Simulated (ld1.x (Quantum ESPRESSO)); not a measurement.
What the settings do to the TM potential of Rb (Z = 37)

Base potential:

Rb, norm-conserving Troullier–Martins (Kleinman–Bylander form), made with ld1.x (Quantum ESPRESSO) 7.5 (LDA (PZ), scalar-relativistic). Core [Ar] 3d10, reference 4s2 4p6 4d1 5s0 5p0. Waves: 4p (bound): rc 1.75 bohr; 4d (bound): rc 4.20 bohr; 4s (bound): rc 2.25 bohr. Local part: the s channel. Core correction: Bessel-smoothed model core, default radius (core density twice the valence density).

Cutoffs, loose and tight: the cutoffs (Ry, on a coarse ladder) from which the occupation-weighted sum of valence levels, in a spherical-Bessel basis at the reference potential, stays within 10 and 1 mRy of its value at 400 Ry. They do not see the model core or the augmentation charge, which bear on the density cutoff. Test errors are all-electron minus pseudo excitation energies from the reference, over the configurations 4s2 4p6 4d0 5s1 5p0; 4s2 4p6 4d0 5s0 5p0; 4s2 4p6 4d0 5s0.5 5p0; 4s2 4p5 4d0 5s1 5p0; 4s2 4p6 4d0 5s0 5p1; 4s2 4p6 4d0.5 5s0.5 5p0; 4s1 4p6 4d0 5s1 5p0 (two spin-polarised tests are not counted in the largest error). A dash means not determined; rows that change the core or the reference have their own tests.

```csv
change,outcome,"cutoff, loose","cutoff, tight",bound ghosts,largest test error (meV)
base,generated,30 Ry,60 Ry,none,+854
"all radii but the core radius scaled by about 0.75 (s 1.68, p 1.32, d 3.16 bohr)",generated,50 Ry,90 Ry,none,+159
"all radii but the core radius scaled by about 0.86 (s 1.94, p 1.50, d 3.62 bohr)",generated,40 Ry,80 Ry,none,+377
"all radii but the core radius scaled by about 0.93 (s 2.10, p 1.64, d 3.92 bohr)",generated,35 Ry,70 Ry,none,+581
"all radii but the core radius scaled by about 1.03 (s 2.32, p 1.80, d 4.34 bohr)",generated,30 Ry,55 Ry,none,+959
"all radii but the core radius scaled by about 1.09 (s 2.44, p 1.90, d 4.58 bohr)",generated,30 Ry,45 Ry,none,+1183
"all radii but the core radius scaled by about 1.22 (s 2.76, p 2.14, d 5.14 bohr)",generated,15 Ry,30 Ry,none,+1763
"all radii but the core radius scaled by about 1.31 (s 2.96, p 2.30, d 5.50 bohr)",generated,15 Ry,25 Ry,none,+2053
"all radii but the core radius scaled by about 1.37 (s 3.08, p 2.40, d 5.76 bohr)",generated,15 Ry,25 Ry,none,+2131
```

Reading the sweep of the scale of all radii but the core radius (base = 1) (base included, trends over the rows without a ghost): The loose cutoff falls from 50 Ry at 0.75 to 15 Ry at 1.37. A larger radius leaves more room for a smooth pseudo-wave, so fewer plane waves are needed; a smaller one forces it to follow the all-electron wave where it bends sharply. The median size of the test errors (rows with all tests solved) rises from 27.2 meV at 0.75 to 529.2 meV at 1.37. More of the atom is replaced by a form fitted at one configuration, so other configurations suffer as the radius grows.
